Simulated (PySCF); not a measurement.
methyltin triiodide (CH3I3Sn), SMILES [CH3][Sn]([I])([I])[I]. Geometry: PBE-D3(BJ)/def2-SVP. The def2 effective core potentials stand for the cores of I, Sn; spin–orbit coupling is left out.

Computed equilibrium geometry at PBE-D3(BJ)/def2-SVP (PySCF confirms it by a frequency run) as Cartesian coordinates in Å, and its point group:
point group C3v.
```xyz
8

C      0.0000     0.0000     2.7560
Sn     0.0000     0.0000     0.5910
I     -2.2101     1.2760    -0.3482
I      2.2101     1.2760    -0.3482
I      0.0000    -2.5520    -0.3482
H     -0.9112    -0.5261     3.0957
H      0.9112    -0.5261     3.0957
H      0.0000     1.0522     3.0957
```
Charge 0, spin multiplicity 1.
